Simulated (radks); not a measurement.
Results of a calculation; reference values are marked as such.
All-electron atom: Ho7+ in [Kr] 4d10 4f9 5s2 5p3.

Code: a radial shooting solver on a logarithmic mesh with Libxc functionals. Model: scalar-relativistic Kohn-Sham, exchange-only LDA, spin-polarised, spherical densities, point nucleus; open shells are filled with parallel spins first (spin-orbit coupling, left out, can overturn this in heavy ions).

Energy parts (hartree):
| part | energy |
|---|---|
| total | -12588.6698 |
| kinetic | 13619.2015 |
| electron-nucleus | -30632.3705 |
| Hartree | 4676.7851 |
| exchange | -252.2859 |

Orbitals (lengths in bohr, moments of r in powers of bohr; <r^-3> diverges for s and p1/2; r(max) is where P^2 peaks):
| orbital | occ. | eigenvalue (hartree) | <r^-3> | r(max) | <r^2> |
|---|---|---|---|---|---|
| 1s up | 1 | -2041.710 | - | 0.01312 | 0.0005888 |
| 1s down | 1 | -2041.698 | - | 0.01312 | 0.0005888 |
| 2s up | 1 | -344.8470 | - | 0.07467 | 0.009180 |
| 2s down | 1 | -344.8364 | - | 0.07467 | 0.009179 |
| 2p up | 3 | -306.0731 | 13540 | 0.06062 | 0.007446 |
| 2p down | 3 | -306.0609 | 13540 | 0.06062 | 0.007445 |
| 3s up | 1 | -80.14101 | - | 0.2115 | 0.06054 |
| 3s down | 1 | -80.03940 | - | 0.2114 | 0.06046 |
| 3p up | 3 | -68.29356 | 2894 | 0.2079 | 0.06085 |
| 3p down | 3 | -68.19162 | 2900 | 0.2078 | 0.06075 |
| 3d up | 5 | -53.22133 | 386.0 | 0.1696 | 0.05083 |
| 3d down | 5 | -53.14029 | 386.8 | 0.1695 | 0.05071 |
| 4s up | 1 | -19.05083 | - | 0.4835 | 0.3029 |
| 4s down | 1 | -18.84003 | - | 0.4834 | 0.3027 |
| 4p up | 3 | -15.13800 | 659.5 | 0.5049 | 0.3422 |
| 4p down | 3 | -14.92785 | 659.0 | 0.5049 | 0.3418 |
| 4d up | 5 | -9.84891 | 74.27 | 0.5215 | 0.4053 |
| 4d down | 5 | -9.63649 | 74.29 | 0.5213 | 0.4042 |
| 4f up | 7 | -4.02604 | 11.51 | 0.5116 | 0.6322 |
| 4f down | 2 | -3.80033 | 11.59 | 0.5114 | 0.6305 |
| 5s up | 1 | -5.43928 | - | 1.092 | 1.548 |
| 5s down | 1 | -5.19338 | - | 1.092 | 1.562 |
| 5p up | 3 | -4.37066 | 117.4 | 1.209 | 1.928 |
| 5p down | 0 | -4.13393 | 115.0 | 1.212 | 1.970 |
| 5d up | 0 | -2.97422 | 10.68 | 1.454 | 2.878 |
| 5d down | 0 | -2.77235 | 9.904 | 1.477 | 3.048 |
| 6s up | 0 | -2.40880 | - | 2.253 | 5.916 |
| 6s down | 0 | -2.30276 | - | 2.304 | 6.255 |

The highest occupied level is 4f down at -103.41 eV. The configuration is held as typed, so some empty levels lie below it. For comparison, the ionisation energy in NIST's Atomic Spectra Database is 129 eV (theoretical). In exact Kohn-Sham theory the highest level is minus the ionisation energy, but local and semilocal functionals leave it too shallow, through self-interaction and a potential that decays too fast; potentials with the right tail come closer. The density falls to 0.001 e/bohr^3 at r = 2.66 bohr.
